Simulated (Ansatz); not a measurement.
Computed with Ansatz on PBE0-D4/def2-TZVP structures; ΔE is electronic, products minus reactants. CCSD(T)/CBS adds triple-zeta CCSD(T) − MP2 to the extrapolated MP2 energy (def2 sets, frozen cores). This one scheme is used for every species, atoms too. DFT in def2-TZVPP. No spin–orbit coupling; open shells (•) take unrestricted orbitals. Spin–orbit coupling would lower the free atoms: a little for B, C, Cl, S. One conformer a species, not always the lowest.

Reaction (atomization): `C[B-](C)([SH2+])Cl` → B• + 2 C• + Cl• + 8 H• + S•

```tsv
level	ΔE (kJ/mol)
PBE0-D4	4623.5
r2SCANh-D4	4608.5
CAM-B3LYP-D4	4604.3
revPBE	4486.0
HF/def2-SVP	3514.8
CCSD/def2-SVP	4345.9
CCSD(T)/def2-TZVPP	4488.5
MP2/def2-QZVPP	4596.3
```

Question: What does CCSD(T)/CBS give? (An estimate is asked.)

Answer: Ansatz gave: +4590.4 kJ/mol. The listed levels differ from it by 33.1, 18.1, 13.9, -104.4, -1075.6, -244.5, -101.9, 5.9 kJ/mol.

Largest T1 diagnostic among the species: 0.014.

In def2-TZVPP, CCSD(T) changes the Hartree–Fock value by +1019.7 kJ/mol (the triples alone add +59.5 kJ/mol) and MP2 by +1068.4 kJ/mol; breaking electron pairs costs correlation energy, which Hartree–Fock lacks. From r2SCAN to r2SCAN0 (25 % exact exchange), in def2-TZVPP and without D4, ΔE moves by −43.5 kJ/mol: exact exchange takes away binding that semilocal exchange gives to molecules. The D4 term adds +51.4 kJ/mol with B3LYP and +27.1 kJ/mol with PBE0; it sums over pairs of atoms, weighted by their polarisabilities, and B3LYP, whose exchange is more repulsive, gets the larger term.

B3LYP here is the variant with VWN-RPA as its local correlation; programs differ in this.

For atomizations the MP2-based limit and the directly extrapolated one differ by several kJ/mol either way, and by 10 to 25 for some Ge, Se and Sn compounds, so smaller differences from it don't rank the levels.
